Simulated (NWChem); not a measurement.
System: SnNH$_{2}$F, singlet; SMILES [NH2][Sn][F]

```xyz
5

Sn     0.3847     0.0018     0.0000
F     -0.9265    -1.4920     0.0000
N     -1.1124     1.4000     0.0000
H     -2.0998     1.1208     0.0000
H     -1.0076     2.4188     0.0000
```
Atoms are numbered in this order, from 1.

Low-valent species are run as closed-shell singlets; no triplet was tried in these runs. All runs use the structure optimised with PBE-D3(BJ)/def2-SVP. def2 effective core potentials on Sn; no spin-orbit coupling.

Symmetry labels are those of Cs in the frame above (b1 and b2, or b-type labels, depend on it).

Problem. List the 6 lowest vertical singlet excitations from PBE/def2-SVPD with def2 effective core potentials on Sn, full TDDFT (NWChem).

Solution. 
```csv
state,energy (eV),oscillator strength,symmetry,leading excitation (squared amplitude)
S1,4.41,0.061,a',HOMO → LUMO (0.95)
S2,4.63,0.062,a",HOMO−1 → LUMO (0.94)
S3,5.03,0.001,a",HOMO → LUMO+1 (1.00)
S4,5.57,0.018,a",HOMO−2 → LUMO (0.94)
S5,5.90,0.022,a',HOMO−3 → LUMO (0.72)
S6,6.08,0.064,a",HOMO → LUMO+2 (0.97)
```
